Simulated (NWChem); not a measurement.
System: CClF₂NOSi; SMILES O=C=N[Si](F)(F)Cl

Input file for NWChem:

```
start job
memory heap 200 mb stack 900 mb global 1100 mb
geometry units angstroms noautosym nocenter noautoz
  O      0.342591    -3.459544     0.000000
  C      0.110433    -2.311255     0.000000
  N     -0.135764    -1.133288     0.000000
  Si    -0.371364     0.527504     0.000000
  F     -1.206176     0.949061     1.284494
  F     -1.206176     0.949061    -1.284494
  Cl     1.403589     1.516989     0.000000
end
basis spherical
  O library 6-31g*
  C library 6-31g*
  N library 6-31g*
  Si library 6-31g*
  F library 6-31g*
  Cl library 6-31g*
end
dft
  xc hfexch
  iterations 150
  mulliken
end
task dft energy
esp
  recalculate
  probe 0.07
  range 0.3
  factor 1.0
  spacing 0.02
end
task esp
```

Parts of the log:

```
             Northwest Computational Chemistry Package (NWChem) 7.3.0
             --------------------------------------------------------

                             Geometry "geometry" -> ""
                             -------------------------

 Output coordinates in angstroms (scale by  1.889725989 to convert to a.u.)

  No.       Tag          Charge          X              Y              Z
 ---- ---------------- ---------- -------------- -------------- --------------
    1 O                    8.0000     0.34259100    -3.45954400     0.00000000
    2 C                    6.0000     0.11043300    -2.31125500     0.00000000
    3 N                    7.0000    -0.13576400    -1.13328800     0.00000000
    4 Si                  14.0000    -0.37136400     0.52750400     0.00000000
    5 F                    9.0000    -1.20617600     0.94906100     1.28449400
    6 F                    9.0000    -1.20617600     0.94906100    -1.28449400
    7 Cl                  17.0000     1.40358900     1.51698900     0.00000000

 Effective nuclear repulsion energy (a.u.)     434.8486694787

  xc_inp: hfexch multiplicative factor not found.

                                 NWChem DFT Module
                                 -----------------

 Summary of "ao basis" -> "ao basis" (spherical)
 ------------------------------------------------------------------------------
       Tag                 Description            Shells   Functions and Types
 ---------------- ------------------------------  ------  ---------------------
 O                           6-31g*                  6       14   3s2p1d
 C                           6-31g*                  6       14   3s2p1d
 N                           6-31g*                  6       14   3s2p1d
 Si                          6-31g*                  8       18   4s3p1d
 F                           6-31g*                  6       14   3s2p1d
 Cl                          6-31g*                  8       18   4s3p1d

            General Information
            -------------------
          SCF calculation type: DFT
          Wavefunction type:  closed shell.
          No. of atoms     :     7
          No. of electrons :    70
           Alpha electrons :    35
            Beta electrons :    35
          Charge           :     0
          Spin multiplicity:     1
          Use of symmetry is: off; symmetry adaption is: off
          Maximum number of iterations: 150
          AO basis - number of functions:   106
                     number of shells:    46
          Convergence on energy requested:  1.00D-06
          Convergence on density requested:  1.00D-05
          Convergence on gradient requested:  5.00D-04

              XC Information
              --------------
                     Hartree-Fock (Exact) Exchange  1.000

      Superposition of Atomic Density Guess
      -------------------------------------

 Sum of atomic energies:       -1113.72089891

      Non-variational initial energy
      ------------------------------

 Total energy =   -1115.964532
 1-e energy   =   -2407.677592
 2-e energy   =     856.864390
 HOMO         =      -0.391913
 LUMO         =       0.058039

     ---------------------------------------------
      Total Density - Mulliken Population Analysis
     ---------------------------------------------

    Atom       Charge   Shell Charges
 -----------   ------   -------------------------------------------------------
    1 O    8     8.70   2.00  0.95  3.01  0.93  1.80  0.02
    2 C    6     4.85   2.00  0.68  1.43  0.28  0.35  0.10
    3 N    7     7.73   2.00  0.80  2.61  0.79  1.51  0.01
    4 Si  14    12.18   2.00  2.00  5.97  0.66  1.01  0.06  0.18  0.30
    5 F    9     9.59   2.00  0.95  3.46  1.00  2.17  0.01
    6 F    9     9.59   2.00  0.95  3.46  1.00  2.17  0.01
    7 Cl  17    17.37   2.00  2.00  5.98  1.37  3.68  0.56  1.77  0.01

[...]

                     NWChem Electrostatic Potential Fit Module
                     -----------------------------------------

 Atom parameters

 Number of atoms is                                    7
 Number of basis functions is                        106

 Grid parameters

 Maximum number of grid points is                  35489
 Number of grid points is                          35488
 Grid range                                     0.300000 nm
 Grid spacing                                   0.020000 nm
 Probe radius                                   0.070000 nm
 Atom radius factor                             1.000000

 Atomic radii

    6    0.147000
    7    0.140000
    8    0.136000
    9    0.128000
   14    0.187000
   17    0.169000
 FASTESP  F
  using M.O. file = ./job.movecs

    Atom              Coordinates                           Charge

                                                  ESP

    1 O     0.034259   -0.345954    0.000000   -0.437775
    2 C     0.011043   -0.231126    0.000000    0.822086
    3 N    -0.013576   -0.113329    0.000000   -0.662610
    4 Si   -0.037136    0.052750    0.000000    1.204525
    5 F    -0.120618    0.094906    0.128449   -0.335686
    6 F    -0.120618    0.094906   -0.128449   -0.335717
    7 Cl    0.140359    0.151699    0.000000   -0.254823
                                            ------------
                                               -0.000000

 Dipole moment                                  0.080110

 Quadrupole moment Qxx                          3.517385
                   Qyy                         -9.663203
                   Qzz                          6.145818

 RMS deviation kJ/mol                           0.058005

 RRMS %                                        25.191312
```

Level: Hartree-Fock/6-31G* (spherical d). All runs use the structure optimised with B3LYP/6-31G* (spherical d).
